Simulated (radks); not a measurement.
Initial-state core-level shifts of neutral gold when its valence configuration changes from [Xe] 4f14 5d10 6s1. Calculated with a radial shooting solver on a logarithmic mesh with Libxc functionals: non-relativistic Kohn-Sham, PBE, spin-polarised, spherical densities, point nucleus; open shells are filled with parallel spins first (spin-orbit coupling, left out, can overturn this in heavy ions); relativity is left out, which matters for an element this heavy. Shifts are changes of the shell-averaged eigenvalues in eV (positive: less bound); the change of the density at the nucleus, which sets a Mossbauer isomer shift, is in e/bohr^3, on a base of 3.538e+05.

valence,3p,3d,4p,4d,density at nucleus
4f14 5d10 6p1,-1.715,-1.712,-1.721,-1.721,-12.78
4f14 5d9.5 6s1 6p0.5,-2.781,-2.785,-2.775,-2.776,+2.69
4f14 5d9.5 6s1.5,-2.021,-2.026,-2.011,-2.012,+9.01
4f13 5d10 6s2,-20.425,-20.267,-16.699,-16.496,+43.24
4f14 5d9 6s2,-4.104,-4.115,-4.081,-4.084,+19.24
4f14 5d9 6s1 6p1,-5.473,-5.482,-5.455,-5.457,+5.46
4f14 5d8 6s2 6p1,-9.832,-9.858,-9.774,-9.778,+28.49
4f13 5d10 6p2,-23.275,-23.112,-19.560,-19.355,+12.88
4f12 5d10 6s1 6p2,-44.644,-44.337,-36.770,-36.377,+59.88
